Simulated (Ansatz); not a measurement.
One change: `OC(F)([SiH3])CF` becomes `OC(F)[SiH3]`.

Ansatz, PBE0-D4/def2-TZVP geometries, multiplicity 1. Each molecule was computed in one conformer, which needn't be the lowest.

```csv
property,`OC(F)([SiH3])CF`
HOMO energy (ωB97M-V/def2-TZVPP) / eV,-11.02
size of the dipole moment (B3LYP/def2-TZVPP) / D,2.00
LUMO energy (PBE/def2-TZVPP) / eV,-0.58
size of the dipole moment (ωB97M-V/def2-TZVPP) / D,1.99
LUMO energy (B3LYP/def2-TZVPP) / eV,0.11
HOMO energy (B3LYP/def2-TZVPP) / eV,-8.51
```

Problem. What does the change do to each property? (Best estimate.)

Solution. Computed: 
| property | `OC(F)[SiH3]` | shift |
| --- | --- | --- |
| HOMO energy (ωB97M-V/def2-TZVPP) / eV | -10.82 | 0.20 |
| size of the dipole moment (B3LYP/def2-TZVPP) / D | 1.75 | -0.25 |
| LUMO energy (PBE/def2-TZVPP) / eV | -0.37 | 0.21 |
| size of the dipole moment (ωB97M-V/def2-TZVPP) / D | 1.75 | -0.24 |
| LUMO energy (B3LYP/def2-TZVPP) / eV | 0.17 | 0.06 |
| HOMO energy (B3LYP/def2-TZVPP) / eV | -8.30 | 0.21 |

With PBE0 the HOMO rises by 0.20 eV and the LUMO rises by 0.12 eV, so the gap narrows by about 0.08 eV. PBE moves the HOMO by 0.20 eV and ωB97M-V by 0.20 eV. Dipoles are sizes alone; their direction can turn.

B3LYP here is the variant with VWN-RPA as its local correlation; programs differ in this.
